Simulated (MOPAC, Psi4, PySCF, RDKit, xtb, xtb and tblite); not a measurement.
Two geometries of SMILES C(S)[SiH2]B, relaxed at GFN2-xTB with one dihedral held; other torsions can differ between them too.

Structure A

```
11

B      1.7408     0.9004    -0.0432
Si     0.3511    -0.2900    -0.7397
C     -0.4598     0.4487    -2.3172
S      0.7940     0.7097    -3.6232
H      1.6015     2.0615    -0.0295
H      2.7438     0.4836     0.3895
H     -0.7881    -0.5198     0.1704
H      0.7689    -1.6397    -1.1732
H     -1.2530    -0.1642    -2.7400
H     -0.8669     1.4405    -2.1326
H      1.2024    -0.5561    -3.6941
```

Structure B

```
11

B      1.7521     0.8936    -0.0418
Si     0.3585    -0.2722    -0.7681
C     -1.0969     0.7140    -1.5403
S     -0.4964     1.7776    -2.9000
H      1.6835     2.0598    -0.0852
H      2.7011     0.4355     0.4657
H     -0.3035    -1.1692     0.1998
H      0.7978    -1.1547    -1.8708
H     -1.8979     0.0932    -1.9364
H     -1.5371     1.4099    -0.8289
H      0.0210     0.7986    -3.6400
```

Task: Which is lower in energy at the level Psi4 1.11 with DF-MP2 (frozen core)/cc-pVTZ // GFN2-xTB, and by how much?

Result: A is lower, by 0.44 kcal/mol (dihedral H5–B1–Si2–C3: 40° in A, 0° in B).

E(B) − E(A) in kcal/mol at the other levels, on the same two geometries: GFN2-xTB (xtb and tblite) 0.09; PBE/def2-TZVP // GFN2-xTB (Psi4) 0.08; PBE-D3(BJ)/def2-TZVP // GFN2-xTB (Psi4) 0.06; r2SCAN/def2-TZVP // GFN2-xTB (Psi4) 0.17; HF/cc-pVTZ // GFN2-xTB (Psi4) 0.56; UFF // GFN2-xTB (RDKit) -0.82; PM7, restricted, heats of formation // GFN2-xTB (MOPAC) 0.38; PM3, restricted, heats of formation // GFN2-xTB (MOPAC) -0.27; GFN1-xTB // GFN2-xTB (xtb) -0.01; restricted B3LYP/6-31G*, spherical d // GFN2-xTB (PySCF) 0.41; restricted Hartree-Fock/STO-3G // GFN2-xTB (PySCF) 0.12; restricted B3LYP/6-311+G**, spherical d, density fitting // GFN2-xTB (PySCF) 0.29; restricted Hartree-Fock/LANL2DZ, with its core potentials past Ne // GFN2-xTB (PySCF) 0.49.
